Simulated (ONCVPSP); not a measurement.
# Al: excitation energies, all-electron against ONCV

* Element: aluminium (Al)
* Generator: ONCVPSP 4.0.1
* Type: optimised norm-conserving Vanderbilt (ONCV)
* Functional: PBE
* Relativity: scalar-relativistic
* Frozen core: [Ne]
* Valence charge: 3
* Reference configuration: 3s2 (charge +1)
* Partial waves: 3s: rc 2.10 bohr, ncon 3, nbas 6, qcut 3.3 1/bohr, 2 projectors, debl 3.6 Ha; p scattering state at 0.05 Ha: rc 1.65 bohr, ncon 4, nbas 7, qcut 4 1/bohr, local; d scattering state at 0.32 Ha: rc 1.65 bohr, ncon 4, nbas 8, qcut 5.1 1/bohr, 2 projectors, debl 0.4 Ha
* Local potential: the p channel
* Core correction: Teter function, fcfact 3.5, rcfact 1.55

Energies are relative to the spin-unpolarised reference configuration 3s2; without spin polarisation the order of configurations can differ from experiment.

| valence configuration | charge | ΔE all-electron (eV) | error AE − PS (meV) |
| --- | --- | --- | --- |
| 3s2 3p1 | 0 | -5.761 | +23 |
| 3s2 3p0.5 | +0.5 | -3.676 | +12 |
| 3s1 3p1 | +1 | 5.810 | +16 |

**Question.** What are ΔE and the potential's error for 3s1?

**Answer.** ΔE = 19.225 eV all-electron; the error (AE − PS) is -34 meV.

Levels in the configuration 3s2 3p0.5:

| level | all-electron (eV) | pseudo (eV) |
| --- | --- | --- |
| 3s | -11.094 | -11.088 |
| 3p | -5.701 | -5.723 |
